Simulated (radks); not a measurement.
The numbers below are computed, except where a source is named.
Spherical quantum dot in the effective-mass picture: electrons in a well V = -V0 / (1 + exp((r - R)/a)) with V0 = 18.8, R = 2.6, a = 0.09, with a point charge +2 (a donor) at the centre, all in effective atomic units (hartree* = m*/eps^2 hartree, bohr* = eps/m* bohr), one dielectric constant everywhere. Level of theory: non-relativistic Kohn-Sham, PBE, spin-polarised, spherical densities (a radial shooting solver with Libxc functionals). Levels are named by radial order and angular momentum (1s, 1p, 1d, 2s, ...), and open shells are averaged over m. Results are scaled to m* = 0.182 and eps = 12.4, for which hartree* = 32.21 meV and bohr* = 3.605 nm.

N = 26, configuration 1s2 1p6 1d10 2s2 1f(up 6, down 0). This is the lowest configuration that the search found. Occupied and some empty levels:

level    occupation  eigenvalue (meV)  <r> (nm)
1s up             1           -216.75     5.574
1s down           1           -214.57     5.423
1p up             3           -200.07     6.582
1p down           3           -197.02     6.547
1d up             5           -178.39     6.905
1d down           5           -175.07     6.887
2s up             1           -173.26     3.907
2s down           1           -172.12     4.022
1f up             6           -149.90     7.145
1f down           0           -146.42     7.136
1g up             0           -115.08     7.344
1g down           0           -111.48     7.338
2p up             0           -108.05     5.025
2p down           0           -106.73     5.023
2d up             0           -58.779     5.669
2d down           0           -57.003     5.660

Energy (meV): total -9872.58, kinetic 1693.5, external -16432, Hartree 5399.1, exchange-correlation -532.91.

Electron density:

r (nm)  n(r) (e/nm^3)
0.611         0.05546
1.63          0.01899
2.65         0.007662
3.68         0.005277
4.70         0.006963
5.72          0.01033
6.74          0.01215
7.76         0.009039
8.78         0.002831
9.81        0.0002351
10.8       0.00001074
11.8        5.016e-07
12.9        2.549e-08
